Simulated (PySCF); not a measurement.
C₂H₈O₂Si, SMILES CO[Si@@H](C)O. Heavy atoms are numbered as in [CH3:1][O:2][Si@@H:3]([CH3:4])[OH:5]. Hydrogens are named by the atom that carries them.

Coordinates come from a PBE0-D3(BJ)/def2-SVP optimisation. The structure was generated by enumeration; whether it is a known compound was not checked. Other conformers were not sampled.

Calculation: PBE/def2-TZVP in PySCF.

Atomic charges (e), one atom of each kind:

```json
[
 {"atom": "C1 (CH3)", "Löwdin": "-0.39", "IAO": "-0.22"},
 {"atom": "O2", "Löwdin": "0.08", "IAO": "…"},
 {"atom": "Si3 (SiH)", "Löwdin": "0.00", "IAO": "1.28"},
 {"atom": "C4 (CH3)", "Löwdin": "-0.45", "IAO": "-0.77"},
 {"atom": "O5 (OH)", "Löwdin": "-0.11", "IAO": "…"},
 {"atom": "H on C1", "Löwdin": "0.10", "IAO": "0.13"},
 {"atom": "H on Si3", "Löwdin": "-0.04", "IAO": "-0.16"},
 {"atom": "H on C4", "Löwdin": "0.14", "IAO": "…"},
 {"atom": "H on O5", "Löwdin": "0.17", "IAO": "…"}
]
```

Q: Some entries are withheld; supply them. (An estimate is asked for; the answer gives what the named calculation found.)

A: 
- O2, IAO: -0.62
- O5 (OH), IAO: -0.78
- H on C4, IAO: 0.17
- H on O5, IAO: 0.37

Computed Mayer and Wiberg (Löwdin basis) orders of the bonds:
```csv
bond,Mayer,Wiberg
C1–O2,0.99,1.56
O2–Si3,1.19,1.53
Si3–C4,1.00,1.21
Si3–O5,1.25,1.66
```
